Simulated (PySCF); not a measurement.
Delta-SCF ions had no search for a lower state. 

Cartesian coordinates (Å):
SMILES: Bc1coc(F)c1
```xyz
11

B     -1.9504    -0.2774    -0.0404
C     -0.4460    -0.0187    -0.0006
C      0.1319     1.2132     0.2314
O      1.4825     1.1340     0.2074
C      1.7845    -0.1618    -0.0426
F      3.0671    -0.4235    -0.1011
C      0.6764    -0.9283    -0.1821
H     -2.7132     0.6409     0.1404
H     -2.3873    -1.3822    -0.2492
H     -0.2866     2.1982     0.4229
H      0.6410    -1.9947    -0.3862
```
Charge 0, multiplicity 1.

Task: Give the HOMO, dipole moment, HOMO–LUMO gap, total energy and vertical ionisation energy (Delta-SCF) at the level M06-2X/def2-TZVP // B3LYP-D3(BJ)/def2-SVP (PySCF).

Result: 
HOMO: -8.18 eV
dipole moment: 0.50 D
HOMO–LUMO gap: 7.15 eV
total energy: -354.7031 Ha
vertical ionisation energy (Delta-SCF): 9.26 eV
